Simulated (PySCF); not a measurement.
## Ionisation energy of Sb+ by level of theory

Sb+ [Kr] 4d10 5s2 5p2 (3P) → Sb(2+) [Kr] 4d10 5s2 5p1 (2P), as a difference of total energies. Computed with PySCF 2.14 in def2-TZVP with the def2 core potential (28 electrons) (6s5p3d2f, 50 functions), with a scalar-relativistic core potential. Correlated levels: valence: 4s2 4p6 4d10 frozen. The calculations carry no spin-orbit coupling.

```csv
method,ionisation energy (eV)
UHF,16.009
PBE0,16.530
r2SCAN,16.651
MP2 (valence),16.318
SCS-MP2 (valence),16.255
```

Task: Estimate what CCSD(T) (valence) gives.

Result: 16.375 eV, closest to MP2 (valence) among the rows shown.

Task: Estimate what CCSD (valence) gives.

Result: 16.353 eV, closest to MP2 (valence) among the rows shown.

The reference lies between the lowest fine-structure levels, while these numbers refer to the centres of the terms.

Errors of the correlated levels include the incompleteness of this basis and the frozen core.

For comparison: 16.626 ± 0.025 eV (measured; NIST Atomic Spectra Database, ionization energies).
